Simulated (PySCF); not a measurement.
SMILES Bc1ccc(C)cc1 (C7H9B), GFN2-xTB optimised geometry.

```
17

B     -1.43    -2.39    -0.01
C     -0.62    -1.08     0.00
C     -1.24     0.17     0.00
C     -0.51     1.35     0.00
C      0.88     1.32     0.00
C      1.67     2.59    -0.03
C      1.52     0.09     0.00
C      0.79    -1.08     0.00
H     -2.60    -2.36    -0.01
H     -0.88    -3.43    -0.01
H     -2.32     0.22     0.00
H     -1.03     2.30     0.00
H      1.96     2.82    -1.05
H      1.08     3.43     0.36
H      2.58     2.50     0.57
H      2.60     0.05     0.00
H      1.31    -2.03     0.00
```

Density from PBE0/def2-SVP (PySCF 2.14.0) at that geometry.

Minimum of the electron density along straight lines between bonded atoms, close to the bond critical point (lines longer than 1.1 times the sum of covalent radii, or with two minima, are not listed):

| bond | length / Å | ρ at the minimum / e bohr⁻³ | ∇²ρ there / e bohr⁻⁵ | position (fraction from the first atom) |
|---|---|---|---|---|
| B1–C2 | 1.542 | 0.189 | -0.08 | 0.33 |
| C2–C3 | 1.403 | 0.303 | -0.77 | 0.49 |
| C3–C4 | 1.380 | 0.315 | -0.82 | 0.50 |
| C4–C5 | 1.391 | 0.310 | -0.79 | 0.50 |
| C5–C6 | 1.497 | [?] | [?] | 0.51 |
| C5–C7 | 1.392 | 0.310 | -0.79 | 0.51 |
| C2–C8 | 1.403 | 0.303 | -0.76 | 0.49 |
| C7–C8 | 1.379 | 0.316 | -0.82 | 0.50 |
| B1–H9 | 1.170 | 0.180 | -0.13 | 0.43 |
| B1–H10 | 1.170 | 0.180 | -0.13 | 0.43 |
| C3–H11 | 1.081 | 0.285 | -1.09 | 0.63 |
| C4–H12 | 1.082 | 0.282 | -1.06 | 0.63 |
| C6–H13 | 1.091 | 0.273 | -0.99 | 0.63 |
| C6–H14 | 1.087 | 0.277 | -1.02 | 0.63 |
| C6–H15 | 1.088 | 0.276 | -1.01 | 0.63 |
| C7–H16 | 1.082 | 0.282 | -1.06 | 0.63 |
| C8–H17 | 1.081 | 0.285 | -1.09 | 0.63 |

Problem. Complete the blanks.

Solution. 
- C5–C6, ρ at the minimum / e bohr⁻³: 0.257
- C5–C6, ∇²ρ there / e bohr⁻⁵: -0.61
